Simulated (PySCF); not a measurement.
## C₆ coefficients of unlike pairs at PBE

Calculated with PySCF 2.14 from the dipole response of each species, C₆(A,B) = (3/π) ∫ α_A(iu) α_B(iu) du, in atomic units, from isotropic polarisabilities. For ions this is the dispersion term alone; charge-induced terms of lower order in 1/R come first.

| species | configuration | basis | relativity | α (bohr³) | C₆ (like pair) |
| --- | --- | --- | --- | --- | --- |
| F+ | [He] 2s2 2p4 (3P) | aug-cc-pwCVTZ (7s6p4d2f) | none | 1.877 | 3.552 |
| Cl(3+) | [Ne] 3s2 3p2 (3P) | aug-cc-pVQZ-DK (7s6p4d3f2g) | spin-free X2C | 4.298 | 11.64 |
| Mo+ | [Kr] 4d5 (6S) | def2-TZVPPD with the def2 core potential (28 electrons) (6s4p3d2f1g) | core potential | 18.75 | 107.7 |
| N+ | [He] 2s2 2p2 (3P) | aug-cc-pVDZ-DK (4s3p2d) | spin-free X2C | 3.871 | 8.429 |

Question: Estimate C₆ for N+ with Mo+.

Answer: The integral gives 29.67. The combination rule 2 C_A C_B / (C_A α_B/α_A + C_B α_A/α_B) gives 28.79 and the geometric mean 30.13.

No spin-orbit coupling is included.

The other pairs:

```json
{"pair": "Mo+, Cl(3+)", "C₆": "34.65"}
{"pair": "Cl(3+), F+", "C₆": "6.241"}
{"pair": "N+, F+", "C₆": "5.284"}
{"pair": "Mo+, F+", "C₆": "18.22"}
{"pair": "N+, Cl(3+)", "C₆": "9.897"}
```
